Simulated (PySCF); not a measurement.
CsZn and its ions

UHF-MP2; basis Cs def2-SVP with ECP46, Zn def2-SVP; scalar-relativistic core potentials; PySCF 2.14. Neutral (UHF): doublet (σ ↑), Re = 4.883 Å, ωe = 15.5 cm⁻¹, De = 0.04 eV.

CsZn⁺ (RHF): singlet (closed shell), Re = 3.922 Å, ωe = 51.8 cm⁻¹, De = 0.20 eV to Cs⁺ + Zn. The energies at the minima are -1797.80688 hartree for CsZn and -1797.67559 for CsZn⁺.

Q: Work out the adiabatic ionisation energy, without and with harmonic zero-point energies (1 hartree = 27.2114 eV, 1 eV = 8065.5 cm⁻¹), and the change of the bond length.

A: At MP2: 0.13129 hartree = 3.573 eV between the minima; the zero-point term (51.8 − 15.5)/2 cm⁻¹ = +0.002 eV makes it 3.575 eV. Re changes by -96.1 pm against the neutral. The electron leaves a σ orbital, and the shorter bond of the ion fits an antibonding orbital, or a change in how ionic the bond is.

Correlated steps freeze 5 core orbitals. Weak bonds: CsZn, CsZn⁺. Basis-set superposition, not corrected here, can be much of De in a small basis, most of all at correlated wavefunction levels. Spin–orbit coupling is left out. For an ion De counts to the pair picked by the measured ionisation energies or electron affinities, which need not be the lowest pair at this level. States were picked by a PBE0 search and need not be the measured ground states.

Neutral and ion stand on different kinds of reference determinant, which adds to the error of the difference.
